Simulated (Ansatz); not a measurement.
Species: PdH, charge 0, multiplicity 2. The spin state was set by rule; other spins were not relaxed. 
Coordinates optimised at B3LYP-D3(BJ)/def2-TZVP (Ansatz, an electronic-structure program):
```
Pd
H 1 1.5407
```
Charge 0, spin multiplicity 2.

Parts of the frozen-core correlation energy in def2-SVP (Ansatz, hartree). Frozen orbitals: 4; correlated occupied orbitals by spin: 6 and 5; virtual: 26 and 27. Open shells are spin-unrestricted. Spin-orbit coupling is left out. In def2 rows, elements after Kr have scalar-relativistic effective core potentials.

```json
[
 {"term": "reference (HF)", "value": "-127.55864"},
 {"term": "MP2 opposite-spin", "value": "-0.15046"},
 {"term": "MP2 same-spin", "value": "___"},
 {"term": "CCSD correlation", "value": "___"},
 {"term": "(T)", "value": "___"},
 {"term": "CCSDT minus CCSD(T)", "value": "-0.00014"},
 {"term": "CCSDT(Q) minus CCSD(T)", "value": "-0.00019"},
 {"term": "T1 diagnostic", "value": "0.044"},
 {"term": "largest doubles amplitude", "value": "0.040"},
 {"term": "<S^2> of the reference", "value": "0.770"}
]
```

Fill in the missing entries.


- MP2 same-spin, value: -0.08187
- CCSD correlation, value: -0.23786
- (T), value: -0.00749
